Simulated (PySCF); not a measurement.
# Simulated absorption spectrum

Species: InMe2(OH), C2H7InO.
Structure used (PBE0-D3(BJ)/def2-SVP), in Å, numbered top down from 1:
```
atom  x, y, z in Å
In1   -0.0805   -0.2633    0.0315
C2     2.0490   -0.5102   -0.1204
H3     2.5105    0.2463   -0.7700
H4     2.2605   -1.5145   -0.5134
H5     2.4954   -0.4285    0.8824
C6    -1.4311    1.4193   -0.0491
H7    -1.2182    2.1110    0.7797
H8    -2.4763    1.0877    0.0233
H9    -1.2935    1.9654   -0.9942
O10   -0.9293   -2.0701    0.3155
H11   -1.8865   -2.0431    0.4149
```

The calculation used TDDFT PBE0/def2-SVPD, vertical, gas phase, core orbitals frozen in the response, def2 core potentials past Kr in PySCF. Spin–orbit coupling is left out.

Computed states:

```tsv
state	E (eV)	f
S1	5.37	0.0002
S2	5.91	0.0044
S3	5.93	0.065
S4	6.02	0.036
S5	6.17	0.188
S6	6.59	0.135
S7	7.08	0.022
S8	7.42	0.0092
S9	7.59	0.021
S10	7.65	0.022
```

Each state is given a Gaussian of 0.25 eV full width at half maximum, with ε(max) = 2.175×10⁸ f / Δν̃ (Δν̃ the width in cm⁻¹). The cross-section is σ = 3.8235×10⁻²¹ ε cm², given in Mb (10⁻¹⁸ cm²). The width is an assumption, not a result. The curve ends short of the highest state used, and states not computed would add to its high-energy end.

Question: What does the envelope look like, and where are its maxima?

Answer: 
```tsv
λ (nm)	σ (Mb)
175.8	8.69
178.3	4.63
180.8	3.25
183.3	14.25
185.8	40.55
188.3	55.86
190.7	40.66
193.2	20.38
195.7	26.14
198.2	57.42
200.7	83.83
203.2	81.82
205.7	65.21
208.2	50.24
210.7	34.80
213.2	18.63
215.7	7.20
218.2	1.99
220.7	0.40
223.2	0.07
225.7	0.04
228.2	0.06
230.7	0.07
233.2	0.06
235.6	0.04
238.1	0.02
240.6	0.01
243.1	0.00
245.6	0.00
248.1	0.00
```

Maxima: 231 nm (5.37 eV), ε about 19, made up of S1 (100%); 202 nm (6.15 eV), ε about 23000, made up of S5 (88%); 188 nm (6.59 eV), ε about 15000, made up of S6 (100%) (ε in L mol⁻¹ cm⁻¹; maxima over ε = 5, shares over 10%). At its high-energy end, 7.05 eV, the curve is still rising (ε about 2300, from S7).

Question: Does any computed singlet lie in the visible range?

Answer: No computed singlet lies in the visible range (380 to 750 nm); the lowest, at 231 nm, stands 2.11 eV above its violet end (3.26 eV).

Question: On this curve, what absorbance would a 10⁻³ mol/L sample give at 222 nm over a 1 cm path?

Answer: 222 nm is 5.585 eV, where ε is about 42 L mol⁻¹ cm⁻¹, so A = ε c l ≈ 0.042 (Beer–Lambert, with the gas-phase spectrum and the assumed width).

Question: What would ε be at 6.15 eV, the highest of these maxima, with half the width (0.125 eV)?

Answer: About 38300 L mol⁻¹ cm⁻¹ against 22600, a factor of about 1.7; a lone state at its own centre would give exactly 2.

All these states lie below the vertical ionisation energy of 9.46 eV (ΔSCF).

Time: 53 s. Hardware: one thread of an Arm Neoverse V2, no GPU, shared host.

One conformer stands for the species.
